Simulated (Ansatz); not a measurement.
Start from `C[CH](C)[Zn][F]` and change one atom or group to get `C[CH](C)[Mg][OH]`.

Ansatz, PBE0-D4/def2-TZVP geometries, multiplicity 1. Each molecule was computed in one conformer, which needn't be the lowest.

Scalar relativity is left out up to krypton.

```csv
property,`C[CH](C)[Zn][F]`
size of the dipole moment (B3LYP/def2-TZVPP) / D,3.12
size of the dipole moment (ωB97M-V/def2-TZVPP) / D,2.95
HOMO energy (B3LYP/def2-TZVPP) / eV,-7.53
HOMO energy (ωB97M-V/def2-TZVPP) / eV,-9.85
HOMO–LUMO gap (PBE/def2-TZVPP) / eV,5.22
HOMO–LUMO gap (ωB97M-V/def2-TZVPP) / eV,10.88
```

**Question.** Give the same properties after the change, and the shifts. (Estimate.)

**Answer.** Computed: 
```
                                          property  `C[CH](C)[Mg][OH]`  shift
  size of the dipole moment (B3LYP/def2-TZVPP) / D                0.17  -2.95
size of the dipole moment (ωB97M-V/def2-TZVPP) / D                0.22  -2.73
               HOMO energy (B3LYP/def2-TZVPP) / eV               -6.17   1.36
             HOMO energy (ωB97M-V/def2-TZVPP) / eV               -8.51   1.34
               HOMO–LUMO gap (PBE/def2-TZVPP) / eV                3.77  -1.45
           HOMO–LUMO gap (ωB97M-V/def2-TZVPP) / eV                8.94  -1.94
```

With PBE0 the HOMO rises by 1.35 eV and the LUMO falls by 0.25 eV, so the gap narrows by about 1.60 eV. PBE moves the HOMO by 1.35 eV and ωB97M-V by 1.34 eV. The zero-point energy changes by 23.4 kJ/mol with +3 modes. Dipoles are sizes alone; their direction can turn.

B3LYP here is the variant with VWN-RPA as its local correlation; programs differ in this.
